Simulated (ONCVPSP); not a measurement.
**An all-electron radial function and its pseudo partner (oxygen)**

Columns: radius, all-electron u(r) and pseudo u(r) of the 2p shell (level -9.03 eV) of oxygen in the configuration [He] 2s2 2p4; PBE, scalar-relativistic, ONCV scheme, ONCVPSP 4.0.1.

```
r (bohr)  all-electron  pseudo
   0.093        0.0918  0.0293
   0.185        0.2616  0.1117
   0.278        0.4342  0.2369
   0.370        0.5778  0.3851
   0.463        0.6887  0.5399
   0.555        0.7663  0.6800
   0.648        0.8155  0.7941
   0.740        0.8401  0.8717
   0.833        0.8459  0.9122
   0.925        0.8373  0.9183
   1.018        0.8181  0.8974
   1.110        0.7918  0.8586
   1.203        0.7604  0.8096
   1.295        0.7262  0.7581
   1.388        0.6900  0.7078
   1.480        0.6535  0.6617
   1.573        0.6167  0.6196
   1.665        0.5810  0.5816
   1.758        0.5458  0.5459
   1.850        0.5123  0.5123
   1.943        0.4799  0.4799
   2.035        0.4493  0.4493
   2.128        0.4200  0.4200
   2.220        0.3926  0.3925
   2.313        0.3664  0.3664
   2.405        0.3421  0.3421
```

(1) How many radial nodes do the two functions have?

(2) At about which radius was the pseudo-wave matched?

(3) Where does each function peak?

(4) Is the pseudo-wave norm-conserving?

Answers

(1) The all-electron 2p function has n − l − 1 = 0; the pseudo-wave has 0.

(2) 1.85 bohr, where the columns begin to agree (steps of 0.09 bohr).

(3) Outermost all-electron maximum near 0.83 bohr, pseudo maximum near 0.93 bohr (to the table’s step).

(4) Yes: the ONCV scheme keeps the norm inside the radius equal to the all-electron one, which fixes the energy derivative of the logarithmic derivative at the level.
